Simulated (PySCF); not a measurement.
CH4. Atoms are numbered in the order given.

```xyz
5

C      0.0000     0.0000     0.0000
H      0.6331     0.6331     0.6331
H     -0.6331     0.6331    -0.6331
H     -0.6331    -0.6331     0.6331
H      0.6331    -0.6331    -0.6331
```

Geometry optimised at PBE-D3(BJ)/def2-TZVPD.

Computed with TDDFT-M06-2X/def2-TZVPD (PySCF).

Vertical excitations; the highest root listed may be one member of a degenerate set. The molecule is in vacuum. State labels are in the subgroup D2.

```tsv
state	symmetry	energy (eV)	λ (nm)	f	main pairs
S1	B2	10.22	121	0.116	HOMO−1→LUMO (degenerate set)
S2	B1	10.22	121	0.116	HOMO−2→LUMO (degenerate set)
S3	B3	10.22	121	0.116	HOMO→LUMO (degenerate set)
S4	B2	12.26	101	0.000	HOMO−2→LUMO+3, HOMO→LUMO+1 (degenerate set)
S5	B1	12.26	101	0.000	HOMO→LUMO+2, HOMO−1→LUMO+3 (degenerate set)
S6	B3	12.26	101	0.000	HOMO−1→LUMO+1, HOMO−2→LUMO+2 (degenerate set)
S7	B2	12.39	100	0.090	HOMO→LUMO+1, HOMO−2→LUMO+3 (degenerate set)
S8	B1	12.39	100	0.090	HOMO−1→LUMO+3, HOMO→LUMO+2 (degenerate set)
S9	B3	12.39	100	0.090	HOMO−2→LUMO+2, HOMO−1→LUMO+1 (degenerate set)
S10	A	12.51	99	0.000	HOMO−1→LUMO+2 46 %, HOMO→LUMO+3 46 %
T1	B1	10.01	124	0	HOMO−2→LUMO (degenerate set)
T2	B3	10.01	124	0	HOMO→LUMO (degenerate set)
T3	B2	10.01	124	0	HOMO−1→LUMO (degenerate set)
T4	A	11.57	107	0	HOMO→LUMO+3 25 %, HOMO−2→LUMO+1 25 %, HOMO−1→LUMO+2 25 %
```
Triplets are in the Tamm–Dancoff approximation, which puts them higher than full response would, so one can lie above its singlet here.
